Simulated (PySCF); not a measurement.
## UHF on Rb⁺ (rubidium, charge +1)

Configuration: [Kr], closed-shell 1S. All numbers are calculated (PySCF 2.14, the spin-free X2C one-electron Hamiltonian (Gaussian nucleus), in aug-cc-pVDZ-X2C (7s6p4d, 45 functions)).

* Total energy: -2979.003098 hartree
* One-electron energy: -4124.1464 hartree
* Hartree (Coulomb) energy: 1244.8003 hartree
* Exchange energy: -99.6570 hartree
* ⟨S²⟩: 0.0000
* ⟨L²⟩: 0.000
* Sum of ⟨r⟩: 23.98 bohr
* Sum of ⟨r²⟩: 31.51 bohr²
* Langevin diamagnetic susceptibility: -25.0 ×10⁻⁶ cm³/mol
* Time after the integrals: 0.07 s of wall time on 1 thread of Neoverse-V2 (shared host)

```tsv
shell	electrons	mean orbital energy (hartree)	rms radius, mean of both spins (bohr)
1s	2	-561.99669	0.0464
2s	2	-77.67871	0.192
2p	6	-68.69260	0.171
3s	2	-12.76396	0.543
3p	6	-9.78757	0.557
3d	10	-4.84941	0.577
4s	2	-1.76913	1.57
4p	6	-1.01128	1.85
```

Densities and radii are taken from the X2C orbitals without a picture-change correction, which distorts them close to the nucleus.
